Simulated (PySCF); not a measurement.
BiCl2, charge +1, singlet, geometry from GFN2-xTB (such geometries of metal compounds can be far from the true shape) (core potentials on Bi); PySCF with CASSCF(10,8)/def2-SVP.

The PySCF input:
```python
from pyscf import gto, scf, mcscf
import numpy

mol = gto.M(
    atom='''
Bi    0.30241165    0.06957702    0.36408740
Cl    0.54943224    0.17443041   -2.02413652
Cl   -2.02591265   -0.51412999    0.24653333
''',
    basis='def2-svp',
    ecp={'Bi': 'def2-svp'},
    charge=1,
    verbose=4,
)

mf = scf.RHF(mol)
mf.kernel()
mc = mcscf.CASSCF(mf, 8, 10)
mc.fix_spin_(ss=0.0)
mc.kernel()
occ = numpy.linalg.eigvalsh(mc.fcisolver.make_rdm1(mc.ci, mc.ncas, mc.nelecas))[::-1]
ss = mc.fcisolver.spin_square(mc.ci, mc.ncas, mc.nelecas)[0]
print('natural occupations', occ.round(4), ' <S^2>', round(ss, 4))
```

Output, abridged:

```
PySCF version 2.14.0

[INPUT] verbose = 4
[INPUT] num. atoms = 3
[INPUT] num. electrons = 56
[INPUT] charge = 1
[INPUT] spin (= nelec alpha-beta = 2S) = 0
[INPUT] symmetry False subgroup None
[INPUT] Mole.unit = angstrom
[INPUT] Symbol           X                Y                Z      unit          X                Y                Z       unit  Magmom
[...]
nuclear repulsion = 215.86287295878
number of shells = 26
number of NR pGTOs = 133
number of NR cGTOs = 62
basis = def2-svp
ecp = {'Bi': 'def2-svp'}

******** <class 'pyscf.scf.hf.RHF'> ********
method = RHF
initial guess = minao
damping factor = 0
level_shift factor = 0
DIIS = <class 'pyscf.scf.diis.CDIIS'>
diis_start_cycle = 1
diis_space = 8
diis_damp = 0
SCF conv_tol = 1e-09
SCF conv_tol_grad = None
SCF max_cycles = 50
direct_scf = True
direct_scf_tol = 1e-13
Set gradient conv threshold to 3.16228e-05
Initial guess from minao.
init E= -1105.24712816882
[...]
cycle= 1 E= -1131.48899275423  delta_E= -26.2  |g|= 1.47  |ddm|= 12.6
[...]
cycle= 2 E= -1131.87647182898  delta_E= -0.387  |g|= 0.788  |ddm|=  3.4
[...]
cycle= 3 E= -1132.03747937789  delta_E= -0.161  |g|= 0.0719  |ddm|= 1.18
[...]
cycle= 4 E= -1132.04029985745  delta_E= -0.00282  |g|= 0.0248  |ddm|= 0.137
[...]
cycle= 5 E= -1132.04083390564  delta_E= -0.000534  |g|= 0.00969  |ddm|= 0.0597
[...]
cycle= 6 E= -1132.04100977615  delta_E= -0.000176  |g|= 0.00344  |ddm|= 0.0417
[...]
cycle= 7 E= -1132.04103295547  delta_E= -2.32e-05  |g|= 0.000741  |ddm|= 0.0179
[...]
cycle= 8 E= -1132.04103358876  delta_E= -6.33e-07  |g|= 0.000134  |ddm|= 0.0031
[...]
cycle= 9 E= -1132.04103360153  delta_E= -1.28e-08  |g|= 3.02e-05  |ddm|= 0.000367
[...]
cycle= 10 E= -1132.04103360255  delta_E= -1.02e-09  |g|= 6.38e-06  |ddm|= 0.000101
[...]
cycle= 11 E= -1132.0410336026  delta_E= -5.12e-11  |g|= 1.14e-06  |ddm|= 2.4e-05
[...]
Extra cycle  E= -1132.0410336026  delta_E= -2.05e-12  |g|= 4.83e-07  |ddm|= 2.6e-06
converged SCF energy = -1132.0410336026

******** <class 'pyscf.mcscf.mc1step.CASSCF'> ********
CAS (5e+5e, 8o), ncore = 23, nvir = 31
max_cycle_macro = 50
max_cycle_micro = 4
conv_tol = 1e-07
conv_tol_grad = None
orbital rotation max_stepsize = 0.02
orbital rotation threshold for CI restart = 0.01
augmented hessian ah_max_cycle = 30
augmented hessian ah_conv_tol = 1e-12
augmented hessian ah_linear dependence = 1e-14
augmented hessian ah_level shift = 1e-08
augmented hessian ah_start_tol = 2.5
augmented hessian ah_start_cycle = 3
augmented hessian ah_grad_trust_region = 3
kf_trust_region = 3
kf_interval = 4
ci_response_space = 4
ci_grad_trust_region = 3
with_dep4 0
natorb = False
canonicalization = True
sorting_mo_energy = False
ao2mo_level = 2
internal_rotation = False
******** <class 'pyscf.fci.addons.SpinPenaltyFCISolver'> ********
max. cycles = 50
conv_tol = 1e-08
davidson only = True
linear dependence = 1e-12
level shift = 0.001
max iter space = 12
nroots = 1
pspace_size = 400
spin = None
CASCI E = -1132.06077668765  S^2 = 0.0000000
Set conv_tol_grad to 0.000316228
macro iter   1 ( 21 JK    4 micro), CASSCF E = -1132.07829578619  dE = -1.75190985e-02  S^2 = 0.0000000
               |grad[o]|=0.0436  |grad[c]|=0.0494  |ddm|=0.0527  |maxRot[o]|=0.313
macro iter   2 ( 21 JK    4 micro), CASSCF E = -1132.08735267259  dE = -9.05688640e-03  S^2 = 0.0000000
               |grad[o]|=0.0388  |grad[c]|=0.0405  |ddm|=0.0316  |maxRot[o]|=0.272
macro iter   3 ( 21 JK    4 micro), CASSCF E = -1132.09162539148  dE = -4.27271890e-03  S^2 = 0.0000000
               |grad[o]|=0.0266  |grad[c]|=0.0286  |ddm|=0.0314  |maxRot[o]|=0.187
macro iter   4 ( 21 JK    4 micro), CASSCF E = -1132.09333520745  dE = -1.70981596e-03  S^2 = 0.0000000
               |grad[o]|=0.0165  |grad[c]|=0.0181  |ddm|=0.0106  |maxRot[o]|=0.213
macro iter   5 ( 21 JK    4 micro), CASSCF E = -1132.09469583484  dE = -1.36062740e-03  S^2 = 0.0000000
               |grad[o]|=0.0137  |grad[c]|=0.0134  |ddm|=0.00871  |maxRot[o]|=0.0991
[...]
               |grad[o]|=0.00285  |grad[c]|=0.00484  |ddm|=0.00101  |maxRot[o]|=0.00657
macro iter  18 ( 21 JK    4 micro), CASSCF E = -1132.09754223285  dE = -4.76837999e-06  S^2 = 0.0000000
               |grad[o]|=0.00277  |grad[c]|=0.00506  |ddm|=0.000997  |maxRot[o]|=0.00518
macro iter  19 ( 21 JK    4 micro), CASSCF E = -1132.09754534607  dE = -3.11322287e-06  S^2 = 0.0000000
               |grad[o]|=0.00272  |grad[c]|=0.00519  |ddm|=0.000989  |maxRot[o]|=0.0042
macro iter  20 ( 21 JK    4 micro), CASSCF E = -1132.09754735500  dE = -2.00893282e-06  S^2 = 0.0000000
               |grad[o]|=0.00268  |grad[c]|=0.00525  |ddm|=0.000979  |maxRot[o]|=0.0034
macro iter  21 ( 21 JK    4 micro), CASSCF E = -1132.09754869486  dE = -1.33985873e-06  S^2 = 0.0000000
               |grad[o]|=0.00266  |grad[c]|=0.00529  |ddm|=0.000975  |maxRot[o]|=0.00282
macro iter  22 ( 21 JK    4 micro), CASSCF E = -1132.09754960783  dE = -9.12964424e-07  S^2 = 0.0000000
               |grad[o]|=0.00263  |grad[c]|=0.00531  |ddm|=0.000971  |maxRot[o]|=0.0024
macro iter  23 ( 21 JK    4 micro), CASSCF E = -1132.09755019024  dE = -5.82411076e-07  S^2 = 0.0000000
               |grad[o]|=0.00262  |grad[c]|=0.00533  |ddm|=0.000963  |maxRot[o]|=0.00202
macro iter  24 ( 21 JK    4 micro), CASSCF E = -1132.09755060642  dE = -4.16177500e-07  S^2 = 0.0000000
               |grad[o]|=0.0026  |grad[c]|=0.00534  |ddm|=0.000967  |maxRot[o]|=0.00174
macro iter  25 ( 21 JK    4 micro), CASSCF E = -1132.09755085141  dE = -2.44995590e-07  S^2 = 0.0000000
               |grad[o]|=0.00259  |grad[c]|=0.00535  |ddm|=0.000962  |maxRot[o]|=0.0015
macro iter  26 ( 21 JK    4 micro), CASSCF E = -1132.09755103409  dE = -1.82676331e-07  S^2 = 0.0000000
               |grad[o]|=0.00258  |grad[c]|=0.00535  |ddm|=0.000963  |maxRot[o]|=0.00131
macro iter  27 ( 21 JK    4 micro), CASSCF E = -1132.09755113748  dE = -1.03392722e-07  S^2 = 0.0000000
               |grad[o]|=0.00257  |grad[c]|=0.00536  |ddm|=0.000961  |maxRot[o]|=0.00115
macro iter  28 ( 21 JK    4 micro), CASSCF E = -1132.09755119550  dE = -5.80234882e-08  S^2 = 0.0000000
               |grad[o]|=0.00257  |grad[c]|=0.00536  |ddm|=0.00096  |maxRot[o]|=0.00101
macro iter  29 ( 17 JK    4 micro), CASSCF E = -1132.09775456979  dE = -2.03374288e-04  S^2 = 0.0000000
               |grad[o]|=0.00256  |grad[c]|=0.00312  |ddm|=0.000951  |maxRot[o]|=0.0689
macro iter  30 ( 17 JK    4 micro), CASSCF E = -1132.09787395095  dE = -1.19381158e-04  S^2 = 0.0000000
               |grad[o]|=0.00164  |grad[c]|=0.00107  |ddm|=0.000922  |maxRot[o]|=0.0674
macro iter  31 ( 14 JK    4 micro), CASSCF E = -1132.09788834247  dE = -1.43915183e-05  S^2 = 0.0000000
               |grad[o]|=0.000938  |grad[c]|=0.00191  |ddm|=0.000771  |maxRot[o]|=0.0148
macro iter  32 ( 13 JK    4 micro), CASSCF E = -1132.09789142615  dE = -3.08368317e-06  S^2 = 0.0000000
               |grad[o]|=0.000929  |grad[c]|=0.00169  |ddm|=0.000572  |maxRot[o]|=0.00485
macro iter  33 (  4 JK    1 micro), CASSCF E = -1132.09791269420  dE = -2.12680538e-05  S^2 = 0.0000000
               |grad[o]|=0.00087  |grad[c]|=0.00205  |ddm|=0.000401  |maxRot[o]|=0.0363
macro iter  34 (  6 JK    2 micro), CASSCF E = -1132.09791370643  dE = -1.01222804e-06  S^2 = 0.0000000
               |grad[o]|=0.00019  |grad[c]|=0.000121  |ddm|=0.000294  |maxRot[o]|=0.00753
macro iter  35 (  3 JK    1 micro), CASSCF E = -1132.09791373717  dE = -3.07320533e-08  S^2 = 0.0000000
               |grad[o]|=5.67e-05  |grad[c]|=8.09e-05  |ddm|=    0  |maxRot[o]|=0.00114
1-step CASSCF converged in  35 macro (656 JK 132 micro) steps
CASSCF canonicalization
Density matrix diagonal elements [1.98002664 1.96154369 1.97649099 1.95985682 1.96429011 0.06781058
 0.04354245 0.04643871]
CASSCF energy = -1132.09791373717
CASCI E = -1132.09791373717  E(CI) = -19.3592370938904  S^2 = 0.0000000
natural occupations [1.9896 1.9765 1.9747 1.96   1.9549 0.0547 0.0463 0.0434]  <S^2> 0.0
```
